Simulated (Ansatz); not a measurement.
Species: CF6Ge, charge 0, multiplicity 1. 
Structure (B3LYP-D3(BJ)/def2-TZVP (Ansatz, an electronic-structure program) minimum search):
```
Ge
F 1 1.7128
F 1 1.7128 2 107.82
F 1 1.7128 2 107.82 3 -116.17
C 1 2.0120 2 111.07 4 -121.91
F 5 1.3397 1 110.51 2 60.00
F 5 1.3397 6 108.41 1 -121.26
F 5 1.3397 6 108.41 7 -117.49
```
Charge 0, spin multiplicity 1.

Basis-set convergence of Hartree-Fock and CCSD(T) correlation energies (hartree) with Ansatz. Cores are frozen in the correlated levels unless marked. No spin-orbit coupling. The frozen core is the preceding noble-gas configuration, with the filled d and f shells of earlier blocks. Non-relativistic.

```csv
basis,functions,E(HF),"E(corr, CCSD(T))"
aug-cc-pVDZ,197,-2710.02819,-1.50238
aug-cc-pVTZ,381,…,…
```

### Question
Fill in the missing entries.

### Answer

- aug-cc-pVTZ, E(HF): -2710.28210
- aug-cc-pVTZ, E(corr, CCSD(T)): -1.87458
